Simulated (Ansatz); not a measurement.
Ansatz (a quantum-chemistry and plane-wave program) input (B3LYP-D3(BJ)/def2-TZVP):

Ansatz 0.2 input:
```yaml
crystal:
  periodic: [false, false, false]
  atoms:
    - {symbol: Sc, position_ang: [0.38147081, 0.18478914, 0.12900399]}
    - {symbol: F, position_ang: [-0.65158491, 0.88829231, -1.12099913]}
    - {symbol: F, position_ang: [-0.23851365, -1.31946697, 0.81998983]}
basis:
  gaussian:
    orbitals: def2-TZVP
hamiltonian:
  xc: b3lyp
  dispersion: d3bj
total_charge: 1
phonons: {temperatures: {t_min: 298.15, t_max: 298.15, t_step: 100}}
```

Output:

```
Functional definition: B3LYP
integrals: 0.03 GiB planned
865 factors; their error is unknown
mean field: 0.32 GiB planned
mean field evaluation 1: about -26110.3084 eV, gradient 1.2e2 eV
mean field evaluation 2: about -25418.8339 eV, gradient 5.5e2 eV
mean field evaluation 4: about -26132.6589 eV, gradient 1.4e1 eV
mean field evaluation 8: about -26133.0799 eV, gradient 1.7e-1 eV
mean field evaluation 16: about -26133.0799 eV, gradient 1.2e-5 eV
mean field -26133.07992462 eV, -960.3729735920 hartree, gradient 1.2e-5 eV, S^2 0.000000; 0 other end points of the search recorded, 0 dependent functions left out
the calculation of the forces begins
reference -26133.08014523 eV, -960.3729816992 hartree; 19, 19 occupied and 88, 88 virtual orbitals, 865 factors
these checks for a lower state are left out or cut short: stability, starts, cluster_reference, orbital_swaps, neighbouring_geometries, increment
integrals: 0.03 GiB planned
865 factors; their error is unknown
mean field: 0.32 GiB planned
mean field -26133.07985716 eV, -960.3729711129 hartree, gradient 7.7e-7 eV, S^2 0.000000; 0 other end points of the search recorded, 0 dependent functions left out
the calculation of the forces begins
reference -26133.08007786 eV, -960.3729792236 hartree; 19, 19 occupied and 88, 88 virtual orbitals, 865 factors
these checks for a lower state are left out or cut short: stability, starts, cluster_reference, orbital_swaps, neighbouring_geometries, increment
integrals: 0.03 GiB planned
865 factors; their error is unknown
mean field: 0.32 GiB planned
mean field evaluation 32: about -26133.0799 eV, gradient 4.8e-7 eV
mean field -26133.07985791 eV, -960.3729711405 hartree, gradient 4.8e-7 eV, S^2 0.000000; 0 other end points of the search recorded, 0 dependent functions left out
the calculation of the forces begins
reference -26133.08007842 eV, -960.3729792442 hartree; 19, 19 occupied and 88, 88 virtual orbitals, 865 factors
these checks for a lower state are left out or cut short: stability, starts, cluster_reference, orbital_swaps, neighbouring_geometries, increment
integrals: 0.03 GiB planned
865 factors; their error is unknown
mean field: 0.32 GiB planned
mean field -26133.07988315 eV, -960.3729720680 hartree, gradient 1.8e-6 eV, S^2 0.000000; 0 other end points of the search recorded, 0 dependent functions left out
the calculation of the forces begins
reference -26133.08010387 eV, -960.3729801792 hartree; 19, 19 occupied and 88, 88 virtual orbitals, 865 factors
these checks for a lower state are left out or cut short: stability, starts, cluster_reference, orbital_swaps, neighbouring_geometries, increment
integrals: 0.03 GiB planned
865 factors; their error is unknown
mean field: 0.32 GiB planned
mean field -26133.07985968 eV, -960.3729712055 hartree, gradient 1.8e-6 eV, S^2 0.000000; 0 other end points of the search recorded, 0 dependent functions left out
the calculation of the forces begins
reference -26133.08008018 eV, -960.3729793088 hartree; 19, 19 occupied and 88, 88 virtual orbitals, 865 factors
these checks for a lower state are left out or cut short: stability, starts, cluster_reference, orbital_swaps, neighbouring_geometries, increment
integrals: 0.03 GiB planned
865 factors; their error is unknown
mean field: 0.32 GiB planned
mean field -26133.07990032 eV, -960.3729726991 hartree, gradient 1.9e-6 eV, S^2 0.000000; 0 other end points of the search recorded, 0 dependent functions left out
the calculation of the forces begins
reference -26133.08012086 eV, -960.3729808036 hartree; 19, 19 occupied and 88, 88 virtual orbitals, 865 factors
these checks for a lower state are left out or cut short: stability, starts, cluster_reference, orbital_swaps, neighbouring_geometries, increment
integrals: 0.03 GiB planned
865 factors; their error is unknown
mean field: 0.32 GiB planned
mean field -26133.07990228 eV, -960.3729727710 hartree, gradient 1.9e-6 eV, S^2 0.000000; 0 other end points of the search recorded, 0 dependent functions left out
the calculation of the forces begins
reference -26133.08012296 eV, -960.3729808809 hartree; 19, 19 occupied and 88, 88 virtual orbitals, 865 factors
Total energy: -26133.12933718 eV, -960.3747894703 hartree
Atom 0 at     0.381471     0.184789     0.129004 Å, force    -0.000714    -0.000346    -0.000241 eV/Å
Atom 1 at    -0.651585     0.888292    -1.120999 Å, force     0.000321     0.000363    -0.000046 eV/Å
Atom 2 at    -0.238514    -1.319467     0.819990 Å, force     0.000392    -0.000017     0.000288 eV/Å
Dipole moment:     1.136905     0.550731     0.384473 e Å
Vibrations: 176.70 784.69 810.77 cm⁻¹, zero-point energy 0.109860 eV
```
